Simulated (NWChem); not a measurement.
CH2Cl2O2Si; SMILES [SiH](Cl)(Cl)OC=O

```xyz
8

O      1.0650    -2.0251     0.0000
C     -0.1158    -2.1861     0.0000
O     -1.0266    -1.1965     0.0000
Si    -0.6876     0.4552     0.0000
Cl     0.3515     0.9691     1.6785
Cl     0.3515     0.9691    -1.6785
H     -0.6255    -3.1716     0.0000
H     -2.0100     1.1021     0.0000
```
Atoms are numbered in this order, from 1.

Level: PBE0/def2-SVP (NWChem), optimised geometry, unscaled harmonic frequencies. 

Task: List the harmonic frequencies with IR intensities, and the thermochemistry.

Result: 
```
frequency (cm⁻¹)  IR intensity (km/mol)
----------------  ---------------------
63                                  0.6
101                                 0.6
138                                 3.6
181                                 4.6
278                                27.9
310                                19.1
526                                30.0
629                               144.6
734                                23.7
777                                44.9
826                               187.7
842                               211.5
1051                                0.1
1225                              525.6
1398                                2.8
1891                              273.3
2349                               68.4
3078                               56.3
```

```json
{
  "zero_point_energy": "23.4 kcal/mol",
  "thermal correction to the enthalpy at 298.15 K (with zero-point energy)": "28.5 kcal/mol",
  "heat capacity Cv": "22.5 cal/(mol K)",
  "entropy at 298.15 K and 1 atm (symmetry number 1)": "87.4 cal/(mol K)",
  "dipole_moment": "2.34 D"
}
```

Rigid rotor and harmonic oscillator; modes under 100 cm⁻¹ make the entropy uncertain.
